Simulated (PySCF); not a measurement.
Mg(F)(Et) (C₂H₅FMg), SMILES C[CH2][Mg][F]. Atoms are numbered in the order given.

```xyz
9

Mg     0.1491    -0.7668     0.0000
F     -0.2606    -2.4873     0.0000
C      0.6429     1.2721     0.0000
C     -0.5455     2.2482     0.0000
H      1.2877     1.4622    -0.8779
H      1.2877     1.4622     0.8779
H     -1.1914     2.1182     0.8852
H     -1.1914     2.1182    -0.8852
H     -0.2207     3.3050     0.0000
```

Geometry: B3LYP-D3(BJ)/def2-SVP. The values are those of a single conformer.

All values below come from PBE0/pcSseg-1 in PySCF.

GIAO shieldings, no solvent; atoms alike by connectivity are averaged. δ = σ(ref) − σ: ¹⁹F against CFCl3 (σ = 167.2 ppm); ¹³C against TMS (σ = 186.3 ppm); ¹H against TMS (σ = 31.56 ppm), references at their B3LYP-D3(BJ)/def2-TZVP geometries, non-relativistic.

| atoms | nucleus | count | δ (ppm) |
|---|---|---|---|
| F2 | ¹⁹F | 1 | -228.2 |
| C4 | ¹³C | 1 | 16.8 |
| C3 | ¹³C | 1 | ? |
| H7, H8, H9 | ¹H | 3 | 1.70 |
| H5, H6 | ¹H | 2 | ? |

Q: What belongs in the gaps? (Estimate from the structure and the level; the computed values follow.)

A: 
- H5, H6, δ (ppm): 0.48
- C3, δ (ppm): -4.5
